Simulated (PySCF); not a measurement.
Dipole response of F (fluorine, neutral)

[He] 2s2 2p5, 2P determinant. Computed with PySCF 2.14 in aug-cc-pCVTZ-DK (7s6p4d2f, 59 functions), with the spin-free X2C one-electron Hamiltonian (Gaussian nucleus). Coupled (time-dependent) response in atomic units; α is the mean over directions.

```tsv
method	mean α (bohr³)	α xx, yy, zz	C₆ (like pair)	S(−4)
UHF	3.115	2.931, 3.206, 3.206	8.202	3.570
PBE	3.742	3.351, 3.938, 3.938	10.24	6.451
PBE0	3.518	3.207, 3.674, 3.674	9.514	5.251
BHandHLYP	3.344	3.092, 3.470, 3.470	8.924	4.522
B3LYP	3.568	3.246, 3.730, 3.730	9.654	5.561
```

S(−4) is the Cauchy moment in α(ω) = α(0) + S(−4) ω² + …

Reference α: 3.74 ± 0.08 bohr³ (recommended; Schwerdtfeger and Nagle, table of static dipole polarizabilities (2023 update)). Published C₆: 9.520 (Chu and Dalgarno (2004); Tang, Norbeck and Certain (1976)).

α(iu) at B3LYP:

```tsv
u (hartree)	α(iu) (bohr³)
0	3.568
0.0500	3.555
0.100	3.514
0.200	3.369
0.300	3.168
0.500	2.718
0.750	2.205
1.00	1.786
1.50	1.203
2.00	0.8504
3.00	0.4841
5.00	0.2168
```

A single London oscillator, α(iu) = α/(1 + u²/ω²), gives C₆ = (3/4) ω α². Matching the computed C₆ needs ω = 4 × 9.654 / (3 × 3.568²) = 1.01 hartree.

The components differ because the open shell of this determinant is not spherical; for a pure term their mean is the scalar polarisability.
